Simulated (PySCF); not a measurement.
**C₆ coefficients of unlike pairs at PBE**

Calculated with PySCF 2.14 from the dipole response of each species, C₆(A,B) = (3/π) ∫ α_A(iu) α_B(iu) du, in atomic units, from isotropic polarisabilities. For ions this is the dispersion term alone; charge-induced terms of lower order in 1/R come first.

| species | configuration | basis | relativity | α (bohr³) | C₆ (like pair) |
| --- | --- | --- | --- | --- | --- |
| Ar⁺ | [Ne] 3s2 3p5 (2P) | dyall-av2z (13s9p2d) | none | 6.680 | 30.95 |
| Ag³⁺ | [Kr] 4d8 (3F) | aug-cc-pwCVTZ-PP with ECP28MDF (8s8p7d4f3g) | core potential | 4.166 | 18.76 |
| Ag²⁺ | [Kr] 4d9 (2D) | x2c-TZVPPall with one added diffuse shell each of s, p, d, f type (9s7p7d3f1g) | spin-free X2C | 6.229 | 32.10 |
| Cl⁺ | [Ne] 3s2 3p4 (3P) | aug-cc-pCVQZ-DK (10s9p7d5f3g) | spin-free X2C | 8.829 | 41.87 |

Q: Estimate C₆ for Ag³⁺ with Ar⁺.

A: The integral gives 23.34. The combination rule 2 C_A C_B / (C_A α_B/α_A + C_B α_A/α_B) gives 23.52 and the geometric mean 24.10.

No spin-orbit coupling is included.

The other pairs:

| pair | C₆ |
| --- | --- |
| Cl⁺, Ar⁺ | 35.74 |
| Ag²⁺, Ag³⁺ | 24.43 |
| Cl⁺, Ag²⁺ | 35.46 |
| Cl⁺, Ag³⁺ | 26.31 |
| Ag²⁺, Ar⁺ | 31.10 |
